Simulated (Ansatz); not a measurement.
`F[SiH]1C=N1`, relaxed with RKS PBE0-D4/def2-TZVP in Ansatz from a PBE-D4/def2-SVP geometry. The force threshold is 0.005 eV/Å; the program also tests the step.

Total charge 0; spin multiplicity 1.

Start:

```xyz
6

F     1.834    0.938    0.217
Si    0.431    0.381   -0.402
C    -0.821   -0.378    0.613
N    -0.084   -1.292    0.050
H     0.306    0.854   -1.801
H    -1.667   -0.504    1.323
```

Problem. How much energy does the relaxation release, and in how many steps? (Estimate.)

Solution. Ansatz gave: 7.97 kJ/mol, in 6 steps, 1 of them rejected.

Problem. Which bonds change most? (An estimate is asked.)

Solution. Computed: Si2–N4 from 1.808 to 1.756 Å; F1–Si2 from 1.632 to 1.587 Å; Si2–C3 from 1.781 to 1.754 Å; C3–H6 from 1.112 to 1.091 Å.

Problem. Give the relaxed structure. (Estimate.)

Solution. Computed: 
```xyz
6

F     1.792    0.921    0.205
Si    0.439    0.353   -0.396
C    -0.813   -0.358    0.606
N    -0.077   -1.265    0.054
H     0.300    0.851   -1.768
H    -1.643   -0.502    1.299
```
